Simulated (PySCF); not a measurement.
# Br (bromine, neutral) across methods

[Ar] 3d10 4s1 4p5 4d1, one real determinant (an excited configuration). Calculation: PySCF 2.14, in aug-cc-pVTZ-DK (7s6p4d2f, 59 functions); the spin-free X2C one-electron Hamiltonian (Gaussian nucleus). The B2PLYP total includes its PT2 part (frozen core); its orbital energies are those of the SCF part.

```json
{"method": "M06", "E (hartree)": "-2605.345", "mean ε 4p α (eV)": "-13.040", "mean ε 4p β (eV)": "-10.600", "mean ε 4d α (eV)": "1.001", "Σ⟨r²⟩ (bohr²)": "47.34", "⟨S²⟩": "3.756"}
{"method": "BHandHLYP", "E (hartree)": "-2605.302", "mean ε 4p α (eV)": "-14.589", "mean ε 4p β (eV)": "-11.586", "mean ε 4d α (eV)": "0.320", "Σ⟨r²⟩ (bohr²)": "47.55", "⟨S²⟩": "3.756"}
{"method": "LDA", "E (hartree)": "-2601.610", "mean ε 4p α (eV)": "-11.710", "mean ε 4p β (eV)": "-9.951", "mean ε 4d α (eV)": "1.465", "Σ⟨r²⟩ (bohr²)": "47.57", "⟨S²⟩": "3.752"}
{"method": "PBE", "E (hartree)": "-2605.009", "mean ε 4p α (eV)": "-11.603", "mean ε 4p β (eV)": "-9.751", "mean ε 4d α (eV)": "1.401", "Σ⟨r²⟩ (bohr²)": "47.56", "⟨S²⟩": "3.752"}
{"method": "B2PLYP", "E (hartree)": "-2604.903", "mean ε 4p α (eV)": "-14.649", "mean ε 4p β (eV)": "-11.397", "mean ε 4d α (eV)": "0.299", "Σ⟨r²⟩ (bohr²)": "47.67", "⟨S²⟩": "3.756"}
{"method": "UHF", "E (hartree)": "-2603.51647", "mean ε 4p α (eV)": "-17.388", "mean ε 4p β (eV)": "-12.270", "mean ε 4d α (eV)": "-0.821", "Σ⟨r²⟩ (bohr²)": "47.87", "⟨S²⟩": "3.764"}
{"method": "PBE0", "E (hartree)": "-2605.050", "mean ε 4p α (eV)": "-13.234", "mean ε 4p β (eV)": "-10.708", "mean ε 4d α (eV)": "0.747", "Σ⟨r²⟩ (bohr²)": "47.42", "⟨S²⟩": "3.753"}
{"method": "r2SCAN", "E (hartree)": "-2605.320", "mean ε 4p α (eV)": "-12.217", "mean ε 4p β (eV)": "-9.929", "mean ε 4d α (eV)": "1.354", "Σ⟨r²⟩ (bohr²)": "47.46", "⟨S²⟩": "3.754"}
{"method": "wB97X", "E (hartree)": "-2605.383", "mean ε 4p α (eV)": "-15.626", "mean ε 4p β (eV)": "-13.040", "mean ε 4d α (eV)": "-0.770", "Σ⟨r²⟩ (bohr²)": "47.22", "⟨S²⟩": "3.755"}
```

⟨L²⟩ = 7.99 against 12 for a pure F term, so this real determinant mixes terms. The outer electron is Rydberg-like, and this basis confines it to a smaller radius and binds it less than a complete one would.

The highest occupied level is positive at M06, BHandHLYP, LDA, PBE, B2PLYP, PBE0, r2SCAN: only the finite basis holds that electron, which in a density functional comes from self-interaction.
